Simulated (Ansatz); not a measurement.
```xyz
8

S    -0.010   -1.119    1.932
Si   -0.151    0.022    0.146
S    -1.753   -0.917   -0.901
S     1.776   -0.043   -0.767
H     1.235   -0.697    2.214
H    -0.513    1.447    0.335
H    -2.153    0.232   -1.473
H     1.569    1.074   -1.486
```

The species carries charge 0 and has multiplicity 1.

Problem. List the PBE0/def2-TZVPP orbital energies in eV (the Gaussian-basis code of Ansatz). (Estimate.)

Solution. Ansatz gave: Occupied: -2422.66, -2422.61, -2422.60, -1804.31, -218.02, -217.97, -217.96, -161.85, -161.81, -161.80, -161.77, -161.73, -161.72, -161.67, -161.62, -161.61, -146.45, -101.13, -101.12, -101.08, -21.50, -20.50, -20.42, -14.52, -12.38, -12.17, -11.33, -9.95, -9.75, -9.51, -8.04, -7.77, -7.53. Lowest empty: -0.36, 0.11, 0.23, 0.55, 0.58, 0.97, 2.01, 3.45.
